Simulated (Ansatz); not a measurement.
Ideal-gas functions of FI3Zr, SMILES `[F][Zr]([I])([I])[I]` at 400 K and 1 bar, from an Ansatz frequency run at PBE0-D4/def2-TZVP.

Molar mass 490.93 g/mol, point group C3v (symmetry number 3), electronic degeneracy 1, moments of inertia 1403.123, 1403.131, 2446.177 u Å². Harmonic wavenumbers (cm⁻¹, unscaled): 47, 47, 62, 121, 121, 193, 270, 270, 690.

Use S(trans) = R[1.5 ln M + 2.5 ln T − 1.1517]; rotational temperatures θ = 24.2544 K / I; S(rot) = R[ln(√π/σ · √(T³/θAθBθC)) + 1.5]; for each mode x = 1.438777 ν̃/T, S = R[x/(eˣ − 1) − ln(1 − e⁻ˣ)] and H = RT x/(eˣ − 1); 1 cm⁻¹ = 0.0119627 kJ/mol; R = 8.31446 J/(mol·K).

Problem. By hand: the entropy, in J/(mol·K).

Solution. Translation 192.2. Rotation: θ = 0.0173, 0.0173, 0.0099 K, giving 135.7. Vibration, mode by mode: 23.10, 23.10, 20.81, 15.30, 15.30, 11.51, 8.88, 8.88, 2.61, in all 129.5. Electronic 0.0. Sum 457.4 J/(mol·K).

Problem. By hand: H − E and G − E in kJ/mol, counted from the electronic energy.

Solution. Zero-point energy ½ × 1821 × 0.0119627 = 10.9; thermal vibration 21.4; translation, rotation and pV give 4 RT = 13.3. H − E = 45.6 kJ/mol, and G − E = 45.6 − 400 × 457.4/1000 = -137.4 kJ/mol.

Vibration gives 28 % of the entropy, 97.6 J/(mol·K) of it from the modes under 150 cm⁻¹: soft modes count most, and the harmonic formula is weakest for them.
